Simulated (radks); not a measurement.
Numerical settings for the sulfur ion S8+, [He] 2s2 2p4. All-electron calculation, scalar-relativistic Kohn-Sham, PBE, spin-polarised, spherical densities, finite nucleus; open shells are filled with parallel spins first; Fermi nuclear charge, rms radius 3.2611 fm. Program: a radial shooting solver on a logarithmic mesh with Libxc functionals. The defaults (mesh step 0.008 in ln r, mesh end at 40 bohr or more with all orbitals vanishing there, Anderson mixing 0.5 over 9 steps, residual threshold near 1e-9 with the energy settled to 1e-9 hartree or 1e-11 of itself, here a cap of 85 iterations) give E = -366.4458 hartree and 2p at -353.88 eV in 15 iterations. Run on one thread of a shared host, so times are rough (Arm Neoverse N1): 0.1 s of CPU time, 0.1 s wall, 15 iterations on 2189 mesh points. Changes against that run (0 stands for a change within the tolerance of the run):

setting                    iterations  converged  E (mhartree)  e(2p) (meV)  CPU (s)
mesh step in ln r 0.02             13        yes             0            0     0.05
mesh step in ln r 0.003            34        yes             0            0     0.48
mesh step in ln r 0.005            19        yes             0            0     0.19
mesh end (bohr) 8                  16        yes             0            0      0.1
mesh end (bohr) 400                15        yes             0            0     0.11
residual threshold 0.001            9        yes             0      +0.0568     0.07
residual threshold 1e-13           85         no             0            0      0.4
mixing 0.05                        24        yes             0            0     0.15
linear mixing, mixing 0.5          85         no          +124    +5.64e+04     0.51
linear mixing, mixing 0.2          85         no             0            0     0.47
mixing history 3                   22        yes             0            0     0.13
iteration cap 8                     8         no             0      +0.0568     0.06

No run marked as converged misses the energy by more than 1 mhartree. A mesh that ends early acts as a hard wall.
